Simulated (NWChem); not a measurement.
Species: CH3F3OSi; SMILES O[Si](F)(F)CF

```xyz
9

O     -1.6063    -0.3523    -0.1481
Si     0.0163    -0.4569    -0.0184
F      0.3999    -1.4670     1.1700
F      0.6671    -1.0929    -1.3452
C      0.7161     1.2557     0.3104
F     -0.1880     2.1674    -0.2198
H     -1.9292     0.5390    -0.3257
H      1.7033     1.4128    -0.1549
H      0.8218     1.4431     1.3928
```
Atoms are numbered in this order, from 1.

All runs: NWChem. Pople sets run with spherical d functions. Structure relaxed at the PBE0/def2-SVP level. B3LYP is NWChem's, with the RPA form of VWN correlation. Atomic charges in e: unrestrained fits to the electrostatic potential beside Mulliken populations; buried atoms are poorly determined by the fit.

For level B3LYP/def2-SVP:

```yaml
ESP O1: -0.61
Mulliken O1: -0.37
ESP Si2: 1.06
Mulliken Si2: 0.96
Mulliken F3: -0.32
Mulliken F4: -0.32
Mulliken C5: 0.03
```

**Question.** Estimate the same quantities for level Hartree-Fock/6-31G*.

**Answer.** The ESP O1 is -0.72. The Mulliken O1 is -0.87, the ESP Si2 is 1.24 and the Mulliken Si2 comes out as 1.66. The Mulliken F3 is -0.52 and the Mulliken F4 is -0.52. The Mulliken C5 is -0.18.
